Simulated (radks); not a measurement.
Nd2+, 58 electrons, occupied as [Kr] 4d10 4f4 5s2 5p5 5f1 (not the ground configuration).

Method: Dirac Kohn-Sham, exchange-only LDA, spin-unpolarised, spherical densities, point nucleus; open shells fill j = l - 1/2 first; computed with a radial shooting solver on a logarithmic mesh with Libxc functionals.

Energy parts (Ry):
total: -19230.8768
kinetic: 20745.5493
electron-nucleus: -46939.0372
Hartree: 7381.9539
exchange: -419.3427

Orbitals (lengths in bohr, moments of r in powers of bohr):
1s1/2: occ. 2; eigenvalue (Ry) -3185.289; <1/r> 66.01
2s1/2: occ. 2; eigenvalue (Ry) -516.1769; <1/r> 15.62
2p1/2: occ. 2; eigenvalue (Ry) -488.6000; <1/r> 15.61
2p3/2: occ. 4; eigenvalue (Ry) -450.4225; <1/r> 14.03
3s1/2: occ. 2; eigenvalue (Ry) -112.9950; <1/r> 5.656
3p1/2: occ. 2; eigenvalue (Ry) -101.1964; <1/r> 5.574
3p3/2: occ. 4; eigenvalue (Ry) -93.57943; <1/r> 5.177
3d3/2: occ. 4; eigenvalue (Ry) -72.96196; <1/r> 5.050
3d5/2: occ. 6; eigenvalue (Ry) -71.31361; <1/r> 4.950
4s1/2: occ. 2; eigenvalue (Ry) -23.53766; <1/r> 2.354
4p1/2: occ. 2; eigenvalue (Ry) -19.08833; <1/r> 2.249
4p3/2: occ. 4; eigenvalue (Ry) -17.42839; <1/r> 2.114
4d3/2: occ. 4; eigenvalue (Ry) -10.10655; <1/r> 1.893
4d5/2: occ. 6; eigenvalue (Ry) -9.81380; <1/r> 1.860
4f5/2: occ. 4; eigenvalue (Ry) -1.52733; <1/r> 1.286
4f7/2: occ. 0; eigenvalue (Ry) -1.49638; <1/r> 1.273
5s1/2: occ. 2; eigenvalue (Ry) -4.35257; <1/r> 0.9153
5p1/2: occ. 2; eigenvalue (Ry) -3.13376; <1/r> 0.8116
5p3/2: occ. 3; eigenvalue (Ry) -2.89358; <1/r> 0.7665
5d3/2: occ. 0; eigenvalue (Ry) -1.30520; <1/r> 0.5388
5d5/2: occ. 0; eigenvalue (Ry) -1.28192; <1/r> 0.5300
5f5/2: occ. 1; eigenvalue (Ry) -0.41382; <1/r> 0.2097
5f7/2: occ. 0; eigenvalue (Ry) -0.41302; <1/r> 0.2096
6s1/2: occ. 0; eigenvalue (Ry) -1.17876; <1/r> 0.3684
6p1/2: occ. 0; eigenvalue (Ry) -0.89769; <1/r> 0.3119
6p3/2: occ. 0; eigenvalue (Ry) -0.85960; <1/r> 0.2989
6f5/2: occ. 0; eigenvalue (Ry) -0.22670; <1/r> 0.1277
6f7/2: occ. 0; eigenvalue (Ry) -0.22624; <1/r> 0.1275

The highest occupied level is 5f5/2 at -5.630 eV. The configuration is held as typed, so some empty levels lie below it. Summed over all electrons, <r^2> = 76.60 bohr^2, which gives a Langevin (diamagnetic) susceptibility term of -60.7 x 10^-6 cm^3/mol.
